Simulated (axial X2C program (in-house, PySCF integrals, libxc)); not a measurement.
# What spin–orbit coupling does to RhP⁺

Calculated with an in-house all-electron X2C program for linear molecules (integrals from PySCF). Spin-free means the one-electron spin-free X2C Hamiltonian; two-component (2c) means X2C with spin–orbit coupling and atomic mean-field two-electron Coulomb and Gaunt terms, so the difference of the two also holds small scalar two-electron terms. Basis: Rh dyall-cv3z [12s12p8d5f3g], P dyall-v3z [8s7p2d1f] (cores contracted in-house); Gaussian nuclei, density fitting, unrestricted open shells. Masses: Rh 102.906 u, P 30.974 u.

Spin-free state: M_S = 1/2, Λ = 0 (beyond evenly filled blocks: σα); fragments Rh+ + P.

```
level  Re (Å)  ωe (cm⁻¹)  De (eV)  μ (D)
  LDA   1.960      605.1    5.441   1.44
```

Dipoles are positive if P is the positive end and refer to the centre of mass.

Two-component determinant lowest at the distance of the search:

Ω = 1/2 (⟨Sz⟩ = 0.49, ⟨Lz⟩ = 0.01 at LDA); fragments Rh+ + P.

```csv
level,Re (Å),ωe (cm⁻¹),μ (D)
LDA,1.962,601.9,1.42
```

(1) From the two tables, how do the constants change at the LDA level (2c against spin-free)?

Occupations by symmetry block were frozen at the best pattern of an incomplete PBE0 search. De is counted from the lowest determinant-based energies of the atoms at the same level, without counterpoise correction. De is not given where an atomic determinant may have missed its ground term or J level, or where the truncated virtual space spoils (T). Density functionals use the spin component along the axis (collinear). Other states lie close and PBE0, whose exact exchange favours high spin, may order them wrongly; the determinant shown need not be the ground state. The nearest other spin-free determinant of the search, M_S = 1/2, Λ = 1, lies 0.37 eV up at the distance of the search. Without a current term, density functionals place determinants with orbital angular momentum somewhat too high.

## Answers

(1) At the LDA level Re goes up by 0.002 Å and ωe decreases by 3.2 cm⁻¹.
